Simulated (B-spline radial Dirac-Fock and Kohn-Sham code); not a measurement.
## Two-hole binding energies of Er

System: the free erbium atom, configuration 1s2 2s2 2p6 3s2 3p6 3d10 4s2 4p6 4d10 4f11 5s2 5p6 6s2 6p1 (not the ground configuration).

The run's input, task.json:

```json
{"items": [{
  "Z": 68,
  "q": 0,
  "cfg": [[1, 0, 2], [2, 0, 2], [2, 1, 6], [3, 0, 2], [3, 1, 6], [3, 2, 10], [4, 0, 2], [4, 1, 6], [4, 2, 10], [4, 3, 11], [5, 0, 2], [5, 1, 6], [6, 0, 2], [6, 1, 1]],
  "A": 166,
  "rrms": 5.2516,
  "do": ["binding", "quiet", "double"]
}]}
```

Run with: `python xray_run.py task.json out`

Level of theory: relaxed Dirac-Fock hole states (ΔSCF) with Breit and QED corrections and a finite nucleus; a radial finite-basis atomic code. U is the two-hole binding energy less the two single-hole energies, the effective repulsion of the holes after relaxation. Each two-hole energy is an average over J within one jj subconfiguration.

```
          holes  E(a) (eV)  E(b) (eV)  E(ab) (eV)  U (eV)
           1s⁻²    57494.2    57494.2    116208.2  1219.9
   1s⁻¹ 2p3/2⁻¹    57494.2     8370.2     66163.1   298.7
   1s⁻¹ 3p1/2⁻¹    57494.2     2021.8     59617.1   101.1
   2s⁻¹ 2p1/2⁻¹     9770.3     9276.5     19227.9   181.0
   2s⁻¹ 2p3/2⁻¹     9770.3     8370.2           ?       ?
        2p3/2⁻²     8370.2     8370.2     16946.1   205.8
   2p1/2⁻¹ 3s⁻¹     9276.5     2236.9     11587.6    74.2
   2s⁻¹ 3d3/2⁻¹     9770.3     1465.4     11317.7    81.9
2p1/2⁻¹ 3d3/2⁻¹     9276.5     1465.4     10822.4    80.5
2p3/2⁻¹ 3d3/2⁻¹     8370.2     1465.4      9919.5    83.9
2p3/2⁻¹ 3d5/2⁻¹     8370.2     1424.2      9873.1    78.7
        3d5/2⁻²     1424.2     1424.2      2907.7    59.3
        4d5/2⁻²      188.7      188.7       399.1    21.6
5p1/2⁻¹ 5p3/2⁻¹      41.63      35.83       89.37    11.9
```

Question: Give the missing two-hole energy and U.

Answer: E(ab) = 18311.0 eV and U = 170.5 eV.

Values without a named source are computed, but for edge energies of neutral atoms, which are taken from tables.
